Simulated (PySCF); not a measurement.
Species: CH₉NSeSi₂.
Z-matrix (Å and degrees, PBE0-D3(BJ)/def2-SVP geometry), rows numbered from 1:
```
C 
Si  1  1.8690
N   2  1.7293  1  107.32
Se  2  2.2958  1  112.73  3   117.70
Si  4  2.2836  2   93.32  1   -79.55
H   1  1.1024  2  110.79  3    61.78
H   1  1.1000  2  110.39  3  -178.56
H   1  1.1005  2  110.66  3   -58.67
H   2  1.4973  1  110.20  3  -127.03
H   3  1.0136  2  120.47  1   -26.51
H   3  1.0135  2  121.49  1  -176.53
H   5  1.4940  4  105.32  2   163.09
H   5  1.4928  4  111.72  2    45.09
H   5  1.4916  4  112.69  2   -78.86
```

Computed with PySCF at wB97X-D/def2-SVPD, non-relativistic, on one gas-phase PBE0-D3(BJ)/def2-SVP geometry that isn't relaxed in the solvent. The solvent is an IEF-PCM continuum (van der Waals radii × 1.2). The model holds no explicit solvent molecules, cavitation or dispersion. Spin–orbit coupling is left out although an atom past zinc is present.

Gas phase at wB97X-D/def2-SVPD: HOMO -8.54 eV, LUMO 1.50 eV, dipole 2.69 D.

Task: What does the continuum do to the energy, the frontier levels and the dipole at wB97X-D/def2-SVPD in acetonitrile and dimethylsulfoxide?

Result: 
| solvent | ε | E(solvent) − E(gas) (kcal/mol) | polarisation term (kcal/mol) | distortion of the solute (kcal/mol) | HOMO (eV) | LUMO (eV) | dipole (D) |
| --- | --- | --- | --- | --- | --- | --- | --- |
| acetonitrile | 35.69 | -3.97 | -4.64 | 0.67 | -8.69 | 1.45 | 3.70 |
| dimethylsulfoxide | 46.83 | -4.01 | -4.70 | 0.69 | -8.69 | 1.45 | 3.71 |

The polarisation term is half the interaction of the solute with the surface charges that it induces; the rest is the cost of distorting the solute's density. The sum is the electrostatic part of solvation alone. From acetonitrile to dimethylsulfoxide the lowering changes by a factor 1.01, Onsager's factor (ε − 1)/(2ε + 1) by 1.01 and ε itself by 1.3.

Task: Which radius a makes the point-dipole formula ΔE = −[(ε − 1)/(2ε + 1)]·μ²/a³ give the value in dimethylsulfoxide, with the gas-phase dipole?

Result: μ = 1.058 au and |ΔE| = 0.00640 Eh give a = 2.32 Å; the farthest nucleus lies 3.70 Å from the centroid of the nuclei, so such a sphere wouldn't even hold the nuclei. The formula assumes a rigid point dipole at the centre of a sphere.

Task: How does the static polarisability (wB97X-D/def2-SVPD, frozen core, with the continuum's full static response) change?

Result: 
```csv
medium,isotropic (au),principal values (au),⟨r²⟩ of the electrons (bohr²)
gas,103.8,"91.9, 101.2, 118.2",1150.5
acetonitrile,148.0,"133.7, 148.1, 162.0",1149.6
dimethylsulfoxide,148.6,"134.4, 148.9, 162.6",1149.6
```

The isotropic value in dimethylsulfoxide is 1.43 times the gas-phase one; no cavity-field correction is applied. ⟨r²⟩ is taken about the centre of nuclear charge.

wB97X-D is run here without its empirical dispersion term; that term would change no orbital, density or response property at a fixed geometry.
